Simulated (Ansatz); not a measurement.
C3H9BS. Total charge 0; spin multiplicity 1. The bonds changed during the relaxation, so this is another structure than the one it started from. The structure was optimised at the PBE0-D4/def2-TZVP level. It is one conformer, not always the lowest.

```xyz
14

B     0.306    0.686   -1.393
C     0.019    0.083    0.016
C     0.288    0.909    1.251
C    -1.041   -0.969    0.212
S     1.649   -0.648   -0.588
H    -0.214    0.200   -2.357
H     0.848    1.752   -1.463
H     0.486    0.290    2.131
H     1.124    1.595    1.106
H    -0.599    1.515    1.457
H    -1.197   -1.561   -0.693
H    -1.986   -0.465    0.437
H    -0.816   -1.641    1.046
H     1.133   -1.746   -1.162
```

(1) What is the dipole moment at B3LYP/def2-TZVPP? (An estimate is asked.)

(2) And with PBE, r2SCAN, ωB97M-V? (An estimate is asked.)

(3) Give the Mulliken charges with B3LYP, r2SCAN, PBE in def2-TZVPP. (An estimate is asked.)

## Answers

(1) The calculation gave: 2.12 D, with components (-0.47, -1.50, 1.43) D in this frame, pointing from negative to positive charge.

(2) Computed: PBE 2.18 D, r2SCAN 2.19 D, ωB97M-V 2.14 D.

(3) The calculation gave: 
```tsv
atom	B3LYP	r2SCAN	PBE
B1	-0.19	-0.18	-0.22
C2	0.09	0.17	0.11
C3	-0.23	-0.14	-0.23
C4	-0.26	-0.18	-0.26
S5	-0.09	-0.09	-0.07
H6	0.02	-0.01	0.02
H7	0.02	-0.01	0.01
H8	0.09	0.05	0.08
H9	0.10	0.06	0.10
H10	0.09	0.06	0.09
H11	0.08	0.05	0.08
H12	0.09	0.06	0.09
H13	0.09	0.06	0.09
H14	0.12	0.11	0.13
```

B3LYP here is the variant with VWN-RPA as its local correlation; programs differ in this.
